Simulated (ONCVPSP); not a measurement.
# Before and after: ONCV potential for chromium

```json
{"Element": "Cr", "Generator": "ONCVPSP 4.0.1", "Type": "optimised norm-conserving Vanderbilt (ONCV)", "Functional": "PBE", "Relativity": "fully relativistic", "Frozen core": "[Ne]", "Valence charge": "14", "Reference configuration": "3s2 3p6 3d5 4s0.75 4p0.25", "Partial waves": "3s+4s: rc 1.50 bohr, ncon 4, nbas 8, qcut 8.8 1/bohr, 2 projectors; 3p+4p: rc 1.70 bohr, ncon 4, nbas 7, qcut 8.2 1/bohr, 2 projectors; 3d: rc 1.05 bohr, ncon 4, nbas 8, qcut 9.9 1/bohr, 2 projectors, debl 2.4 Ha", "Local potential": "polynomial inside 0.75 bohr (lpopt 5, dvloc0 0 Ha)", "Core correction": "none"}
```

Open shells are filled in proportion to 2j + 1.

Change: p: qcut 11.4.

Cutoffs: the cutoffs (Ha) at which the residual kinetic energy of the hardest occupied pseudo-wave falls to 1 and 0.1 mHa per electron; they do not see the model core or the augmentation charge, which bear on the density cutoff. Errors are all-electron minus pseudo energies relative to the spin-unpolarised reference configuration.

**Question.** What does the change do?

**Answer.** The potential gets neither clearly harder nor softer (127 Ha and 212 Ha → 127 Ha and 212 Ha); the bound ghost in p disappears; of the 3 tests that both files solve, the error grows in 1 and shrinks in 0 by more than 15 % and 0.3 meV (median size 1.2 → 1.3 meV).

| quantity | base | changed |
| --- | --- | --- |
| cutoff, loose | 127 Ha | 127 Ha |
| cutoff, tight | 212 Ha | 212 Ha |
| loose cutoff by channel | s 24 Ha, p 24 Ha, d 127 Ha | s 24 Ha, p 28 Ha, d 127 Ha |
| bound ghosts | p1/2 | none |
| GHOST(+) flags under 300 eV | s at 264.5 eV | s at 264.5 eV |
| tests with a reliable result | 3 of 4 | 3 of 4 |
| error for 3s2 3p6 3d5 4s1 4p0, meV [ΔE -0.76 eV] | -0.1 | -0.1 |
| error for 3s2 3p6 3d5 4s0 4p0, meV [ΔE 6.14 eV] | +1.2 | +1.3 |
| error for 3s2 3p6 3d4 4s1 4p1, meV [ΔE 2.75 eV] | +3.2 | +3.8 |
| s: phases at 1.52 bohr within 0.05 rad from the reference energy up to (Ha; the scan ends near 5) | to the end of the scan | to the end of the scan |
| p3/2: phases at 1.72 bohr within 0.05 rad from the reference energy up to (Ha; the scan ends near 5) | to the end of the scan | to the end of the scan |
| p1/2: phases at 1.72 bohr within 0.05 rad from the reference energy up to (Ha; the scan ends near 5) | to the end of the scan | to the end of the scan |
| d5/2: phases at 1.07 bohr within 0.05 rad from the reference energy up to (Ha; the scan ends near 5) | to the end of the scan | to the end of the scan |
| d3/2: phases at 1.07 bohr within 0.05 rad from the reference energy up to (Ha; the scan ends near 5) | to the end of the scan | to the end of the scan |

 A true bound ghost makes a file unfit for plane-wave use even where its test errors are small: the radial tests pick states by their node count and pass the ghost by.
